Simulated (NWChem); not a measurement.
System: CH₅NOSi₂; SMILES [Si@@H]1(O)[SiH2]C=N1

```xyz
10

O     -0.4801    -2.0244    -0.6588
Si     0.0119    -0.8133     0.3688
N      1.5383     0.0353    -0.0784
C      1.1406     1.2582    -0.2165
Si    -0.7820     1.3507    -0.0262
H     -0.0930    -2.9016    -0.5240
H      0.1492    -1.3569     1.7518
H      1.8754     2.0510    -0.4201
H     -1.4987     1.6455    -1.2996
H     -1.3342     2.2547     1.0266
```
Atoms are numbered in this order, from 1.

All runs: NWChem. Pople sets run with spherical d functions. The geometry was optimised at B3LYP/6-31G* (spherical d). Level: B3LYP/6-31G* with SMD (1 M gas to 1 M solution), gas-phase geometry. Reactions with the solvent are ignored.

For solvent toluene:

```yaml
solvation free energy (kcal/mol): -3.1
cavity-dispersion-structure term (kcal/mol): -0.1
dipole in solution (D): 1.20
```

Q: What are these values for solvent water?

A: The solvation free energy (kcal/mol) is -4.7, the cavity-dispersion-structure term (kcal/mol) comes out as 3.7 and the dipole in solution (D) comes out as 1.35.
